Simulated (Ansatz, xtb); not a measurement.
## CH7LiOSi2: which of two structures lies lower

We compare I, a singlet given by its coordinates, with II, a singlet given by its coordinates. Both are isolated molecules in the gas phase, relaxed with PBE0-D3(BJ)/def2-SVP.

I (Å):

```
atom    x (Å)    y (Å)    z (Å)
   C   0.1909   0.2075  -0.7546
  Li   0.7790   0.2622   3.5635
   O   0.2405  -0.2603   2.1358
  Si  -0.3308  -0.8370   0.7357
  Si  -0.4182  -0.3924  -2.4216
   H  -1.8376  -0.8895   0.7063
   H   0.1445  -2.2402   0.4541
   H  -0.1682   1.2404  -0.6000
   H   1.2942   0.2534  -0.7798
   H  -1.9142  -0.4331  -2.4687
   H   0.0403   0.5016  -3.5348
   H   0.0869  -1.7703  -2.7182
```

Close contacts (Å): C1–Si4 1.89, C1–Si5 1.87, Li2–O3 1.61, O3–Si4 1.62, C1–H8 1.10, C1–H9 1.10, Si4–H6 1.51, Si4–H7 1.51, Si5–H10 1.50, Si5–H11 1.50, Si5–H12 1.50.

II (Å):

```yaml
atoms:
  - { symbol: C, position_ang: [2.5574, 0.9395, -1.4031] }
  - { symbol: Li, position_ang: [-1.2225, 0.8259, 0.8375] }
  - { symbol: O, position_ang: [0.1101, 0.3002, 0.0921] }
  - { symbol: Si, position_ang: [1.3537, -0.3456, -0.7251] }
  - { symbol: Si, position_ang: [0.5181, -1.5975, -2.5454] }
  - { symbol: H, position_ang: [2.1692, -1.2995, 0.1148] }
  - { symbol: H, position_ang: [3.3928, 0.4554, -1.9346] }
  - { symbol: H, position_ang: [2.0543, 1.6239, -2.1042] }
  - { symbol: H, position_ang: [2.9791, 1.5425, -0.5824] }
  - { symbol: H, position_ang: [1.5755, -2.2763, -3.3687] }
  - { symbol: H, position_ang: [-0.4320, -2.6697, -2.0922] }
  - { symbol: H, position_ang: [-0.2602, -0.7197, -3.4863] }
```

Close contacts (Å): C1–Si4 1.89, Li2–O3 1.61, O3–Si4 1.62, Si4–Si5 2.36, C1–H7 1.10, C1–H8 1.10, C1–H9 1.10, Si4–H6 1.51, Si5–H10 1.50, Si5–H11 1.50, Si5–H12 1.50.

Question: Estimate E(II) − E(I) at the level CCSD(T)/def2-SVP + ΔMP2/def2-TZVPP.

Answer: Calculated at CCSD(T)/def2-SVP + ΔMP2/def2-TZVPP: E(II) − E(I) = +10.0 kJ/mol, so structure I lies lower.

Level by level:

| level | geometry | E(II) − E(I) (kJ/mol) | departure from the last row (kJ/mol) | job, with rough time for the two |
| --- | --- | --- | --- | --- |
| GFN2-xTB | GFN2-xTB | +23.4 | +13.3 | optimisation, 0.48 s |
| HF/STO-3G | GFN2-xTB | −11.6 | −21.6 | single point, 1.2 s |
| r2SCAN-D4/def2-SVP | GFN2-xTB | +6.1 | −4.0 | single point, 5 s |
| PBE0-D3(BJ)/def2-SVP | PBE0-D3(BJ)/def2-SVP | −2.6 | −12.7 | optimisation, 69 s |
| HF/def2-SVP | PBE0-D3(BJ)/def2-SVP | +14.4 | +4.3 | part of the CCSD(T) run |
| MP2/def2-SVP | PBE0-D3(BJ)/def2-SVP | +14.0 | +4.0 | part of the CCSD(T) run |
| CCSD(T)/def2-SVP | PBE0-D3(BJ)/def2-SVP | +8.4 | −1.6 | single point |
| CCSD(T)/def2-SVP + ΔMP2/def2-TZVPP | PBE0-D3(BJ)/def2-SVP | +10.0 |  | single point, 29 s |

HF/STO-3G, PBE0-D3(BJ)/def2-SVP put the two in the other order. The largest departure from CCSD(T)/def2-SVP + ΔMP2/def2-TZVPP is that of HF/STO-3G, 21.6 kJ/mol. The last row adds to CCSD(T) the change of the MP2 difference between the two basis sets, here +1.6 kJ/mol.

With harmonic frequencies from PBE0-D3(BJ)/def2-SVP (ideal gas, rigid rotor, one conformer each, 298.15 K, 1 atm): on the last row, ΔE + ΔZPE = +12.9 kJ/mol. A mode under 50 cm⁻¹ makes harmonic enthalpies and free energies unreliable, so none is given.

The correlated steps freeze 12 core orbitals; the last core shell of Li is correlated, in a basis made for valence electrons. Programs: Ansatz 0.2.0, xtb 6.7.1; the last row on 2 threads of Intel(R) Xeon(R) Processor @ 2.70GHz on a shared host.
